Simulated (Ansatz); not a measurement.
Ansatz (a quantum-chemistry and plane-wave program) input (CCSD(T)/def2-TZVPP):

Ansatz 0.2 input:
```yaml
crystal:
  periodic: [false, false, false]
  atoms:
    - {symbol: Y, position_ang: [0.49225411, -0.23530541, -0.28512371]}
    - {symbol: Cl, position_ang: [-0.65135885, 1.69621407, -0.99974866]}
    - {symbol: Cl, position_ang: [-0.47792998, -1.15639578, 1.65385600]}
basis:
  gaussian:
    orbitals: def2-TZVPP
total_charge: 1
magnetization: {spin_polarized: false}
correlation: {method: ccsd_t, electrons: outside_noble_gas}
```

Output:

```
Functional definition: HF
integrals: 0.28 GiB planned
885 factors; integrals over basis functions are off by at most 4.1e-4 eV
mean field: 0.47 GiB planned
mean field evaluation 1: about -26032.7381 eV, gradient 3.8e1 eV
mean field evaluation 2: about -26032.8416 eV, gradient 3.8e1 eV
mean field evaluation 4: about -26037.2512 eV, gradient 1.9e0 eV
mean field evaluation 8: about -26037.2955 eV, gradient 1.9e-1 eV
mean field evaluation 16: about -26035.9583 eV, gradient 2.4e1 eV
mean field -26037.29581450 eV, -956.8529724699 hartree, gradient 8.7e-6 eV, S^2 0.000000; 0 other end points of the search recorded, 0 dependent functions left out
14 core orbitals not correlated
reference -26037.29581450 eV, -956.8529724699 hartree; 8, 8 occupied and 118, 118 virtual orbitals, 885 factors
second order -11.44166599 eV of doubles, -0.00000000 eV of singles
coupled cluster: 0.51 GiB planned
cycle   1  -11.94582814 eV  change   -5.0e-1 eV  update   7.9e-2
cycle   2  -12.16293246 eV  change   -2.2e-1 eV  update   2.6e-2
cycle   3  -12.23951924 eV  change   -7.7e-2 eV  update   1.4e-2
cycle   4  -12.23435327 eV  change    5.2e-3 eV  update   3.6e-3
cycle   5  -12.23193322 eV  change    2.4e-3 eV  update   1.4e-3
cycle   6  -12.23187817 eV  change    5.5e-5 eV  update   4.8e-4
cycle   7  -12.23188761 eV  change   -9.4e-6 eV  update   1.6e-4
cycle   8  -12.23191041 eV  change   -2.3e-5 eV  update   5.4e-5
cycle   9  -12.23193328 eV  change   -2.3e-5 eV  update   1.8e-5
cycle  10  -12.23193224 eV  change    1.0e-6 eV  update   5.8e-6
perturbative correction -0.57042936 eV, -0.0209628922 hartree
Total energy: -26050.09817610 eV, -957.3234505808 hartree
```

The spin state was set by rule; other spins were not relaxed.
